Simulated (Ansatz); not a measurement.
The cluster K₂S₂⁻, relaxed as a quartet with UKS r2SCAN-D4/def2-TZVPD in Ansatz, starting from the r2SCAN-D4/def2-TZVPD geometry of the charge -1 doublet. Force threshold 0.02 eV/Å.

The highest occupied level of the charge -1 quartet lies above zero (up to 0.40 eV). The electron is either unbound and held by the finite basis, or the level is raised by self-interaction error. At r2SCAN-D4/def2-TZVPD a doublet of charge -1 lies 0.96 eV below the quartet, each at its own geometry. The structure comes from a short search, and lower isomers may exist.

Start:

```xyz
4

K     1.3793   -1.8711   -0.1387
K     0.1445    2.2257    0.6692
S    -0.4780    0.1064   -1.2702
S    -1.0457   -0.4610    0.7398
```

| step | energy (eV) | largest force component (eV/Å) | SCF passes |
| --- | --- | --- | --- |
| 1 | -54319.2620 | 1.658 | 83 |
| 2 | -54319.6371 | 0.812 | 29 |
| 3 | -54319.7032 | 0.993 | 23 |
| 4 | -54319.7664 | 0.180 | 23 |
| 5 | -54319.7990 | 0.063 | 21 |
| 6 | -54319.8237 | 0.027 | 22 |
| 7 | -54319.8363 | 0.056 | 23 |
| 8 | -54319.8414 | 0.008 | 19 |
| 9 | -54319.8419 | 0.001 | 20 |

Force components are those of the run's own axes.

End:

Cartesian coordinates in Å:
```
K 0.860 -2.829 -0.557
K -0.846 2.832 0.562
S 0.256 0.262 -0.934
S -0.270 -0.265 0.929
```

By distances, no bond broke or formed, bridged metal pairs apart. The bond that changes most is K2–S4, from 2.94 to 3.17 Å (atoms count from 1). Metal–metal contacts that move far: K1–K2 4.35 to 6.02 Å.

The force fell under the threshold at step 8, but the optimiser went on. No frequencies were taken in this run, so the end may be a saddle point.

It took 62 s on 4 threads of Arm Neoverse V1 on a shared host.
